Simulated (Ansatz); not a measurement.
A calculation with Ansatz (development build ahead of 0.2.0).

```yaml
crystal:
  periodic: [false, false, false]
  atoms:
    - { symbol: H, position_ang: [-0.4671, 1.68, 0.3173] }
    - { symbol: H, position_ang: [0.0661, 2.1752, 0.2435] }
    - { symbol: H, position_ang: [-2.1154, 0.1491, 0.5457] }
    - { symbol: H, position_ang: [-1.5822, 0.6443, 0.4718] }
    - { symbol: H, position_ang: [0.9421, 0.3337, 1.4637] }
    - { symbol: H, position_ang: [1.4752, 0.8289, 1.3898] }
    - { symbol: H, position_ang: [-0.7062, -1.1972, 1.692] }
    - { symbol: H, position_ang: [-0.173, -0.702, 1.6182] }
    - { symbol: H, position_ang: [0.173, 0.702, -1.6182] }
    - { symbol: H, position_ang: [0.7062, 1.1972, -1.692] }
    - { symbol: H, position_ang: [-1.4752, -0.8289, -1.3898] }
    - { symbol: H, position_ang: [-0.9421, -0.3337, -1.4637] }
    - { symbol: H, position_ang: [1.5822, -0.6443, -0.4718] }
    - { symbol: H, position_ang: [2.1154, -0.1491, -0.5457] }
    - { symbol: H, position_ang: [-0.0661, -2.1752, -0.2435] }
    - { symbol: H, position_ang: [0.4671, -1.68, -0.3173] }
basis:
  gaussian: { orbitals: def2-SVP }
hamiltonian:
  xc: hf
```

The input is written out in the form of the current development build from the run's settings.

Output:

| Property | Result |
| --- | --- |
| Converged | yes |
| Total energy | -8.95067 hartree |
| Spin squared of the determinant | 0.000 |
